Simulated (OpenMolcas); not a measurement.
## 4d2 along the 38-electron sequence

* Program: OpenMolcas 26.06
* Method: RASSCF
* Basis: ANO-R2
* Scalar Hamiltonian: X2C, finite nucleus
* Spin-orbit coupling: RASSI with atomic mean-field integrals over the reference wave functions, term energies averaged over their components

Active space for each ion: 8 electrons in 8 orbitals (RAS1 4p, at most 2 holes; RAS2 4d).

Computed levels in cm-1 above 3F2:

```csv
Level,Mo4+,Tc5+,Ru6+,Rh7+
3F3,1637,2158,2818,3592
3F4,3521,4589,5915,7441
1D2,11955,13517,15138,16803
3P0,13176,14679,16182,17668
3P1,13853,15601,17430,19315
3P2,15479,17812,20387,23150
1G4,19879,22423,25055,27748
1S0,40779,45711,50624,55544
weight of 3F in the lowest level (%),99,98,98,97
```

Mixed levels, with the weight of the term that names them: Ru6+ 1D2 (72 %), Ru6+ 3P2 (74 %), Rh7+ 1D2 (69 %), Rh7+ 3P2 (71 %).

Measured, with the error of the calculation in %. Measured levels: Mo4+ from Sugar and Musgrove, J. Phys. Chem. Ref. Data 17, 155 (1988).

| Level | Mo4+ |
| --- | --- |
| 3F3 | 1578 (+3.7) |
| 3F4 | 3357 (+4.9) |
| 1D2 | 10190 (+17.3) |
| 3P0 | 11161 (+18.0) |
| 3P1 | 11807 (+17.3) |
| 3P2 | 13408 (+15.4) |
| 1G4 | 16354 (+21.6) |
| 1S0 | 37738 (+8.1) |

The fine-structure level 3F4 changes by a factor of 2.11 from Mo4+ to Rh7+. Its fourth root runs 7.70, 8.23, 8.77, 9.29, with steps per unit of Z of 0.53, 0.54, 0.52; equal steps would mean a (Z - σ)^4 law with constant σ.

1D2 changes by a factor of 1.41 over the same range, with steps per unit of Z of +1560, +1620, +1660 cm-1.

Without dynamic correlation excited terms often stand tens of per cent too high (terms of higher spin than the ground term too low), and those without a measured partner can miss by more than the paired ones. Active for correlation alone: 4p; no level in the range computed is led by a configuration that opens it, so any true level of that kind is missing. Computed and measured levels are paired by configuration, term and J; levels that our copy of the source lacks, or whose pairing is in doubt (as where it misses far off the trend of its configuration), stay unpaired and out of the deviations. Levels of configurations outside the active space are missing.
